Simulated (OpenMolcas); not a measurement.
## Kr2+: effect of the active space

```json
{
 "Program": "OpenMolcas",
 "Method": "CASSCF",
 "Basis": "ANO-RCC-VDZP",
 "Scalar Hamiltonian": "DKH2, point nucleus",
 "Spin-orbit coupling": "RASSI with atomic mean-field integrals over the reference wave functions, term energies averaged over their components"
}
```

A. 4 electrons in 3 orbitals (4p); 2S+1 = 3 even, 3 roots; 2S+1 = 1 even, 6 roots; cost about 1.7 core-seconds
B. 6 electrons in 4 orbitals (4s 4p); 2S+1 = 3 even, 3 roots; 2S+1 = 1 even, 6 roots; 2S+1 = 3 odd, 3 roots; 2S+1 = 1 odd, 3 roots; cost roughly 6 core-seconds

Energies in cm-1 above 4s2 4p4 3P2, the measured ground level; measured values from Saloman, J. Phys. Chem. Ref. Data 36, 215 (2007).

| Level | A | B | Measured |
| --- | --- | --- | --- |
| 4s2 4p4 3P2 | 0.0 | 0.0 | 0.0 |
| 4s2 4p4 3P1 | 4270 | 4271 | 4548 |
| 4s2 4p4 3P0 | 5292 | 5061 | 5313 |
| 4s2 4p4 1D2 | 17074 | 17073 | 14644 |
| 4s2 4p4 1S0 | 38867 | 31486 | 33080 |

Deviations, from unrounded energies. A percentage is the sum of absolute deviations over the sum of measured energies, with the sign that they share, or ± where signs differ.

```csv
Against measurement,Levels,A,B
mean absolute deviation (cm-1),4,2100,1100
fine structure of the ground term (%),2,-3.0,-5.4
other terms of the ground configuration (%),2,+17.2,±8.4
```

B lies closest to measurement on these levels. The largest miss of B in the table is 4s2 4p4 1D2, by +2400 cm-1. The ranking rests on the paired levels alone, and a cruder setting can come out closer through cancelling errors.

Between A and B the level of the table that moves most is 4s2 4p4 1S0, by 7400 cm-1 (lowest in B, highest in A).

With the s shell closed, the reference lacks s² → p² mixing (holds for A). Computed and measured levels are paired by configuration, term and J; levels that our copy of the source lacks, or whose pairing is in doubt (as where it misses far off the trend of its configuration), stay unpaired and out of the deviations. Only configurations of the active space appear. Levels that lie high or do not pair safely by name in every column are left out.
